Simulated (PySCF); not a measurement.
Molecule: `CC(=O)[SiH2]F`, C₂H₅FOSi.

Geometry:
```
atom   x (Å)   y (Å)   z (Å)
  C1  -1.483   0.090   0.149
  C2  -0.239  -0.062  -0.673
  O3  -0.247  -0.193  -1.879
 Si4   1.512  -0.066   0.122
  F5   1.397   0.159   1.732
  H6  -1.527  -0.704   0.913
  H7  -2.374   0.051  -0.494
  H8  -1.452   1.045   0.700
  H9   2.151  -1.385  -0.134
 H10   2.308   1.046  -0.461
```

Geometry PBE0-D3(BJ)/def2-SVP throughout; GIAO in PySCF, gas phase, one conformer, non-relativistic; equivalent atoms averaged; functional PBE0.

**Question.** How do the shifts δ (against TMS, H2O, CFCl3 at the same level) depend on the basis set? (ppm; last column core-seconds on shared hosts with different chips, so compare them loosely)

**Answer.** 
```tsv
basis set	functions	C2	C1	O3	Si4	F5	H9/H10	H6/H7/H8	core-s
pcSseg-0	59	254.0	43.8	950.1	-34.8	-259.7	5.65	2.91	4
6-31G*	84	226.0	36.9	750.1	-12.9	-189.0	5.05	2.50	5.6
cc-pVDZ	99	233.0	38.0	786.9	-31.4	-195.6	4.68	2.47	7.1
def2-SVP	99	233.2	36.3	793.2	-35.5	-178.4	4.65	2.39	6.7
pcSseg-1	117	243.1	40.1	843.9	-34.7	-212.6	4.73	2.61	35
aug-cc-pVDZ	164	235.8	37.9	750.5	-30.3	-209.4	5.03	2.67	14
6-311+G(2d,p)	173	241.9	39.2	788.9	-37.7	-214.0	5.04	2.54	14
def2-TZVP	191	244.4	40.2	808.5	-40.2	-201.6	5.02	2.51	17
cc-pVTZ	224	241.6	39.4	807.9	-32.3	-202.7	4.80	2.55	21
IGLO-III	234	250.9	40.5	810.8	-42.2	-209.0	5.00	2.58	21
```

**Question.** Which nucleus moves most, in ppm?

**Answer.** O3 (carbonyl oxygen): from 750.1 ppm with 6-31G* to 950.1 ppm with pcSseg-0. The smallest spread is 0.52 ppm, at H6/H7/H8. Proton shifts span only some 12 ppm, so a few tenths of a ppm matter as much there as several ppm in carbon.

**Question.** Taking the largest basis, IGLO-III (234 functions), as the yardstick, rank the others by their worst heavy-atom deviation.

**Answer.** def2-TZVP 7.4 ppm (191 functions), cc-pVTZ 9.9 ppm (224 functions), 6-311+G(2d,p) 21.9 ppm (173 functions), cc-pVDZ 23.9 ppm (99 functions), def2-SVP 30.7 ppm (99 functions), pcSseg-1 33.1 ppm (117 functions), aug-cc-pVDZ 60.3 ppm (164 functions), 6-31G* 60.7 ppm (84 functions), pcSseg-0 139.3 ppm (59 functions).

A small basis that lands close on one nucleus may do so by chance; judge by the trend and by all nuclei.
